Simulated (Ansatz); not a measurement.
Geometry optimisation, DFT PBE, scalar-relativistic, plane waves, PAW (Ansatz 0.2.0).

Input file:

```yaml
accuracy: low
crystal:
  lattice:
    - [5.727565, 0.0, 0.0]
    - [4.295674, 7.440325, 0.0]
    - [0.0, 0.0, 15.676537]
  atoms:
    - { symbol: Al, position: [0.1666667, 0.1111111, 0.0637896] }
    - { symbol: Al, position: [0.6666667, 0.1111111, 0.0637896] }
    - { symbol: Al, position: [0.1666667, 0.4444444, 0.0637896] }
    - { symbol: Al, position: [0.6666667, 0.4444444, 0.0637896] }
    - { symbol: Al, position: [0.1666667, 0.7777778, 0.0637896] }
    - { symbol: Al, position: [0.6666667, 0.7777778, 0.0637896] }
    - { symbol: Al, position: [-0.1666667, 0.2222222, 0.2129468] }
    - { symbol: Al, position: [0.3333333, 0.2222222, 0.2129468] }
    - { symbol: Al, position: [-0.1666667, 0.5555556, 0.2129468] }
    - { symbol: Al, position: [0.3333333, 0.5555556, 0.2129468] }
    - { symbol: Al, position: [-0.1666667, 0.8888889, 0.2129468] }
    - { symbol: Al, position: [0.3333333, 0.8888889, 0.2129468] }
    - { symbol: Al, position: [0.0, 0.0, 0.362104] }
    - { symbol: Al, position: [0.5, 0.0, 0.362104] }
    - { symbol: Al, position: [0.0, 0.3333333, 0.362104] }
    - { symbol: Al, position: [0.5, 0.3333333, 0.362104] }
    - { symbol: Al, position: [0.0, 0.6666667, 0.362104] }
    - { symbol: Al, position: [0.5, 0.6666667, 0.362104] }
    - { symbol: In, position: [0.0051416, 0.8346526, 0.5088201] }
basis:
  ecutwfc: 420.0
kpoints:
  mp_grid: { grid: [3, 2, 1] }
hamiltonian:
  xc: pbe
  pseudopotentials: { kind: paw, azcp: { folder: soft_1 } }
scf:
  occupations: { method: fermi_dirac, width: 0.05 }
  lower_state_search: "off"
relax:
  f_tol: 0.08
  max_steps: 25
  adjacent_minimum: "off"
  constraints: [{ sites: [0, 1, 2, 3, 4, 5] }]
output:
  write_density: true
  write_potential: true
  elf: true
  volumetric_format: npy
```

Run as:

```bash
$ ansatz run input.yaml --threads 1 --pin off --max-ram 3072MiB --backend cpu --events-out ev --progress --plain --runs-dir out
```

Task: Where does it end, and by what steps?

Result: The run converged. The threshold is loose, so the end isn't yet a minimum. The force dipped under the threshold on the way, but the program's further checks kept it going. Limits of this set-up: coarse k mesh, thin slab, slab without dipole correction, low accuracy level. After 2 steps the energy has fallen by 0.149 eV; Al18 moved furthest, 0.13 Å.

```tsv
step	energy less start (eV)	largest force component (eV/Å)	accepted
0	0.0000	0.797	yes
1	-0.1495	0.066	yes
2	-0.1495	0.066	yes
```

```xyz
19
Lattice="5.7276 0.0000 0.0000 4.2957 7.4403 0.0000 0.0000 0.0000 15.6765" Properties=species:S:1:pos:R:3
Al 1.432 0.827 1.000
Al 4.296 0.827 1.000
Al 2.864 3.307 1.000
Al 5.728 3.307 1.000
Al 4.296 5.787 1.000
Al 7.159 5.787 1.000
Al 0.008 1.654 3.373
Al 2.874 1.649 3.381
Al 1.440 4.119 3.376
Al 4.293 4.127 3.353
Al 2.866 6.610 3.349
Al 5.742 6.605 3.374
Al 0.047 0.073 5.651
Al 2.880 0.004 5.794
Al 1.438 2.470 5.767
Al 4.291 2.491 5.794
Al 2.816 4.885 5.662
Al 5.702 4.943 5.806
In 3.594 6.213 8.067
```

Whether the end is a true minimum wasn't checked by a vibrational analysis.

Time of the run: 35 s on 1 thread of Arm Neoverse V2 (shared host), peak memory 0.68 GiB.
